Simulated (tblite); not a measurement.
Isomers of C8H10FP. Computed values, GFN2-xTB/tblite, gas phase, harmonic and unscaled. Against measured fundamentals such values can be off by several per cent, at times by over 20. Modes of hydrogen on phosphorus can be 10 to 20 % off. One conformer each.

Electronic energies: GFN2-xTB at the same geometries; isomer energies are rough at this level and their order can be wrong.

| SMILES | electronic energy, lowest = 0 (kJ/mol) |
| --- | --- |
| C=[P@]1(C#CC)CC=C(F)C1 | 317.5 |
| CC(C)c1cccc(F)p1 | 6.5 |
| CCPc1ccc(F)cc1 | 0.0 |

How do GFN2-xTB zero-point energies change the relative energies?

```json
{"SMILES": "CCPc1ccc(F)cc1", "ZPE (kJ/mol)": "403.9", "of it from modes above 1550 cm⁻¹": "195.8", "electronic (kJ/mol)": "0.0", "with ZPE, lowest = 0 (kJ/mol)": "0.0", "lowest mode (cm⁻¹)": "26", "rings": "1"}
{"SMILES": "CC(C)c1cccc(F)p1", "ZPE (kJ/mol)": "412.6", "of it from modes above 1550 cm⁻¹": "190.5", "electronic (kJ/mol)": "6.5", "with ZPE, lowest = 0 (kJ/mol)": "15.2", "lowest mode (cm⁻¹)": "27", "rings": "1"}
{"SMILES": "C=[P@]1(C#CC)CC=C(F)C1", "ZPE (kJ/mol)": "391.1", "of it from modes above 1550 cm⁻¹": "202.9", "electronic (kJ/mol)": "317.5", "with ZPE, lowest = 0 (kJ/mol)": "304.7", "lowest mode (cm⁻¹)": "17", "rings": "1"}
```

The zero-point energies span 21.5 kJ/mol, from `C=[P@]1(C#CC)CC=C(F)C1` to `CC(C)c1cccc(F)p1`. The order is unchanged.
